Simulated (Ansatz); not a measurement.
`C[SiH](O)O[SiH](O)O` + `C=C(O)NC` → `C[SiH](O)O[Si](C)(O)O` + `C=C(N)O`  (formal exchange of groups at the Si–H bond)

Isolated molecules relaxed with PBE0-D4/def2-TZVP in Ansatz; ΔE leaves out vibrations. CCSD(T)/CBS is the MP2 limit (def2-TZVPP, def2-QZVPP) plus CCSD(T) − MP2 in def2-TZVPP, frozen cores. Functionals use def2-TZVPP. B3LYP here is the variant with VWN-RPA as its local correlation; programs differ in this. One conformer a species, not always the lowest.

(1) Is it downhill or uphill in electronic energy at CCSD(T)/CBS, and by how much? (Best estimate.)

(2) What do these levels give: PBE-D4, PBE0-D4, B3LYP-D4, B2PLYP, r2SCAN, B3LYP? (An estimate is asked.)

Largest T1 diagnostic among the species: 0.012.

Results:

(1) Ansatz gave: Downhill: ΔE = -16.3 kcal/mol.

(2) Ansatz gave: PBE-D4 -16.2, PBE0-D4 -16.5, B3LYP-D4 -16.0, B2PLYP -15.7, r2SCAN -16.7, B3LYP -15.6 kcal/mol.
